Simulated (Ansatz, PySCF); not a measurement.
In(OH)(SeH)2 (H₃InOSe₂), SMILES [OH][In]([SeH])[SeH].

The structure is a stationary point at B3LYP-D3(BJ)/def2-SVP. The structure was generated by enumeration; whether it is a known compound was not checked. The def2 effective core potentials stand for the cores of In; spin–orbit coupling is left out. The values are those of a single conformer.

Vertical ionisation energy (IE) and electron affinity (EA) in eV. Rows of orbital energies are one-electron estimates. Where ΔSCF, EOM or ADC give a negative EA the extra electron is unbound and the value depends on the basis.

```tsv
level	IE	EA
−ε(HOMO), −ε(LUMO), PBE0/def2-TZVP (PySCF)	7.25	2.12
−ε(HOMO), −ε(LUMO), PBE/def2-TZVP (PySCF)	6.11	2.91
ΔSCF, PBE/def2-SVPD (Ansatz), final states of multiplicity 2 and 2	8.73	0.87
```

What vertical singlet–triplet gap does ΔSCF give with PBE/def2-SVPD (Ansatz, a quantum-chemistry and plane-wave program)? (An estimate is asked for; the answer gives what the named calculation found.)

3.21 eV (triplet above singlet where positive).
